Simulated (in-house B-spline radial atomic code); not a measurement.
The outermost shell (largest non-relativistic mean radius) with and without relativity; Dirac values are averaged over j. Computed with a radial B-spline atomic code at the basis-set limit: non-relativistic Hartree-Fock and Dirac-Hartree-Fock, averages of the configuration (point nuclei without relativity, finite nuclei with it).

```csv
ion,configuration,outermost shell,radius non-relativistic (bohr),radius Dirac (bohr),radius change (%),level non-relativistic (eV),level Dirac (eV),spin-orbit splitting (eV)
In2+,[Kr] 4d10 5s1,5s,2.5123,2.4198,-3.6847,-25.657,-26.755,-
Sn2+,[Kr] 4d10 5s2,?,?,?,?,?,?,?
Sb2+,[Kr] 4d10 5s2 5p1,5p,2.559,2.5312,-1.0872,-24.102,-24.23,0.81526
Te2+,[Kr] 4d10 5s2 5p2,?,?,?,?,?,?,?
I2+,[Kr] 4d10 5s2 5p3,5p,2.2511,2.2259,-1.1199,-28.759,-28.928,1.3082
Xe2+,[Kr] 4d10 5s2 5p4,5p,2.1285,2.1041,-1.1469,-31.127,-31.321,1.6035
```

Fill in the row of Sn2+.

outermost shell: 5s; radius non-relativistic (bohr): 2.3674; radius Dirac (bohr): 2.2828; radius change (%): -3.572; level non-relativistic (eV): -27.651; level Dirac (eV): -28.791.

Fill in the row of Te2+.

outermost shell: 5p; radius non-relativistic (bohr): 2.3927; radius Dirac (bohr): 2.3664; radius change (%): -1.0992; level non-relativistic (eV): -26.419; level Dirac (eV): -26.567; spin-orbit splitting (eV): 1.0462.

Which member changes most?

Indium (In2+): its 5s shell contracts by 3.7 %.
